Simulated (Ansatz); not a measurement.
`[TeH]B1CS1` + `N[AsH2]` → `N[AsH][TeH]` + `B1CS1`  (ligand exchange at a Te–B bond)

Isolated molecules relaxed with PBE0-D4/def2-TZVP in Ansatz; ΔE leaves out vibrations. CBS: MP2 limit from def2 TZ/QZ plus the TZ coupled-cluster correction, frozen cores. This one scheme is used for every species. Functionals use def2-TZVPP. HSE06 is defined as in plane-wave codes. def2 core potentials past Kr. For As, Te outer-core shells are correlated without core-valence functions, which leaves a few kJ/mol of doubt a bond. Scalar relativity is left out up to krypton. Each species was taken in one conformer, which may not be the lowest.

```tsv
level	ΔE (kJ/mol)	difference from CCSD(T)/CBS
revPBE-D4	-9.5	-5.6
r2SCAN0-D4	-6.9	-3.0
BHLYP-D4	-11.9	-8.0
CAM-B3LYP-D4	-8.0	-4.1
ωB97X-V	-4.2	-0.3
ωB97M-V	-7.8	-3.9
PBE0	-7.2	-3.3
HSE06	-7.6	-3.7
HF/def2-SVP	-6.9	-3.0
CCSD/def2-TZVPP	3.0	6.9
CCSD(T)/CBS	-3.9	0
```

Largest T1 diagnostic among the species: 0.016.

Leaving LDA and LC-ωPBE aside and taking each functional with its dispersion term where it has one, the values, not all of them listed here, spread over 18.9 kJ/mol, from BLYP-D4 to B97M-V. LDA lies +5.9 kJ/mol from PBE without D4. From PBE to PBE0 (25 % exact exchange), in def2-TZVPP and without D4, ΔE moves by +3.3 kJ/mol.
